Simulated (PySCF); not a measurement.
## Sc: excitation energy

Sc [Ar] 3d1 4s2 (2D) → Sc [Ar] 3d1 4s1 5s1 (4D), as a difference of total energies. Calculation: PySCF 2.14, in aug-cc-pVDZ-DK; the spin-free X2C one-electron Hamiltonian (Gaussian nucleus). Correlated levels: valence: [Ar] frozen. The calculations carry no spin-orbit coupling.

```tsv
method	excitation energy (eV)
UHF	3.269
LDA	4.248
PBE	4.101
PBE0	3.989
wB97X	4.455
TPSS	4.089
B3LYP	4.241
B2PLYP	4.160
MP2 (valence)	3.866
SCS-MP2 (valence)	4.040
```

**Question.** How much does correlation contribute at MP2 (valence)?

**Answer.** 3.866 − (3.269) = 0.597 eV, measured against UHF.

The promoted electron is Rydberg-like, and one or two diffuse shells describe it only roughly, which tends to raise the upper state.
